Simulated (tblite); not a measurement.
C4H14N2Si2.
Numbering: `[SiH3:1][NH:2][C@H:3]1[CH2:4][CH2:5][N:6]([SiH3:7])[CH2:8]1` (hydrogens: H9, H10, H11 on Si1; H12 on N2; H13 on C3; H14, H15 on C4; H16, H17 on C5; H18, H19, H20 on Si7; H21, H22 on C8)

Structure used (GFN2-xTB), in Å, numbered top down from 1:
```
atom  x, y, z in Å
Si1    2.7772    1.1906    0.4495
N2     1.4238    0.1429    0.5876
C3     0.7783   -0.4696   -0.5437
C4     0.0199   -1.7498   -0.1291
C5    -1.4584   -1.4308   -0.4117
N6    -1.5424    0.0129   -0.4502
Si7   -2.2234    0.9200    0.8392
C8    -0.3402    0.4127   -1.1418
H9     2.5480    2.4572   -0.2669
H10    3.7900    0.4287   -0.2819
H11    3.1509    1.4667    1.8336
H12    0.7544    0.3419    1.3175
H13    1.5525   -0.6743   -1.2860
H14    0.1812   -1.9360    0.9326
H15    0.3568   -2.6224   -0.6851
H16   -2.1321   -1.8451    0.3356
H17   -1.7434   -1.8251   -1.3960
H18   -2.1686    2.3076    0.3887
H19   -1.5633    0.8235    2.1576
H20   -3.5825    0.3991    0.9780
H21   -0.4541    0.1952   -2.2120
H22   -0.1349    1.4735   -1.0162
```

Computed values, GFN2-xTB/tblite, gas phase, harmonic and unscaled. Errors from tens to a few hundred cm⁻¹ against measured bands are possible. Modes of hydrogen on silicon can be 10 to 20 % off. One conformer, not necessarily the lowest.

Harmonic wavenumbers (cm⁻¹): 39.3, 70.1, 85.4, 104.5, 123.3, 219.1, 269.5, 299.0, 350.2, 413.1, 534.5, 541.3, 572.5, 593.7, 605.3, 612.5, 686.9, 740.1, 745.5, 753.2, 804.0, 819.7, 824.5, 838.0, 844.7, 873.0, 942.0, 960.8, 1005.3, 1029.5, 1065.7, 1106.1, 1123.6, 1161.3, 1185.1, 1198.1, 1216.8, 1261.1, 1281.3, 1288.4, 1308.3, 1327.5, 1393.5, 1476.7, 1479.2, 1495.1, 2123.5, 2165.0, 2256.5, 2267.5, 2284.3, 2286.8, 2885.3, 2888.9, 2961.0, 2996.9, 3010.6, 3014.0, 3018.0, 3431.7.

A = 2257, B = 876.0, C = 725.8 MHz; mass 146.070 u (most abundant isotopes); point group C1, symmetry number 1.

Q: Zero-point energy?

A: ½Σν̃ = 37629 cm⁻¹ = 450.14 kJ/mol.

Q: Entropy at 298.15 K, 1 bar (ideal gas, RRHO, classical rotation)?

A: Translation 171.02, rotation 124.66, vibration 137.27: S = 432.9 J/(mol K).

Q: And Cp and H(298.15 K) − H(0)?

A: Cp = 182.18 J/(mol K), of which vibrations give 148.92 (their classical limit is 60 R = 498.9); H(298.15 K) − H(0) = 31.32 kJ/mol without the zero-point energy, 21.40 from vibrations.

Q: How do the functions run with temperature in this model?

A: 
| T (K) | S (J/(mol K)) | Cp (J/(mol K)) | H − H(0) (kJ/mol) | G − H(0) (kJ/mol) | ln q(vib) |
| --- | --- | --- | --- | --- | --- |
| 100 | 302.0 | 81.6 | 5.79 | -24.41 | 2.17 |
| 200 | 371.9 | 127.6 | 16.13 | -58.25 | 5.06 |
| 300 | 434.1 | 183.2 | 31.66 | -98.57 | 7.93 |
| 500 | 551.4 | 278.9 | 78.43 | -197.30 | 13.83 |
| 800 | 703.9 | 368.3 | 176.76 | -386.33 | 22.57 |
| 1000 | 790.3 | 406.1 | 254.41 | -535.93 | 28.05 |

q(vib) and H(0) count from the zero-point level.

Q: Blend soft modes into free rotors: weight 1/[1 + (100 cm⁻¹/ν̃)⁴] for the oscillator and the rest for a rotor with moment μB/(μ + B), μ = h/(8π²ν), B = 10⁻⁴⁴ kg m². What vibrational entropy results?

A: 124.39 J/(mol K) in place of 137.27, which changes −T·S at 298.15 K by +3.84 kJ/mol.

Q: Which modes carry the vibrational entropy at 298.15 K?

A: 39.3 cm⁻¹: 22.15; 70.1 cm⁻¹: 17.37; 85.4 cm⁻¹: 15.74; 104.5 cm⁻¹: 14.09; 123.3 cm⁻¹: 12.75; 219.1 cm⁻¹: 8.23 J/(mol K); the other 54 give 46.94 together.

Q: What must be added to the electronic energy to get the Gibbs energy at 298.15 K and 1 bar?

A: ZPE + [H(298.15 K) − H(0)] − T·S = 450.14 + 31.32 − 129.08 = 352.38 kJ/mol.

Hindered rotation and anharmonicity are outside this model. Other conformers, if any are populated, would add a mixing term that is left out. The structure is chiral; the term R ln 2 for an equal mix with its mirror image is left out.

Hardware: Arm Neoverse N1, one thread, no GPU, on a shared host. Cost: 1.8 s wall. The figure is for the frequency step alone.
